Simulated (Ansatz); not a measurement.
Mulliken charges of AlFH$_{3}$Sb (`[F][AlH][SbH2]`) from PBE/def2-TZVPP in Ansatz (PBE0-D4/def2-TZVP geometry).

| atom | x (Å) | y (Å) | z (Å) | charge (e) |
| --- | --- | --- | --- | --- |
| F1 | -1.115 | -1.632 | 1.262 | -0.311 |
| Al2 | -0.336 | -1.039 | -0.070 | 0.504 |
| Sb3 | 1.280 | 1.004 | 0.335 | 0.042 |
| H4 | -0.595 | -1.801 | -1.432 | -0.108 |
| H5 | 0.842 | 1.592 | -1.210 | -0.066 |
| H6 | -0.034 | 1.813 | 1.068 | -0.060 |

Question: By hand: the dipole of these point charges (1 e Å = 4.8032 D).

Answer: Σ q r = (0.242, 0.007, -0.243) e Å, of length 0.343 e Å = 1.65 D.

Question: How does the dipole of the full density compare? (An estimate is asked.)

Answer: Computed: (0.193, 0.112, -0.170) e Å, 1.35 D; the point charges give 1.22 times that, at 23° from its direction.

Point charges leave out the atoms' own dipoles, such as those of lone pairs, and Mulliken's split depends on the basis, so the two needn't agree.
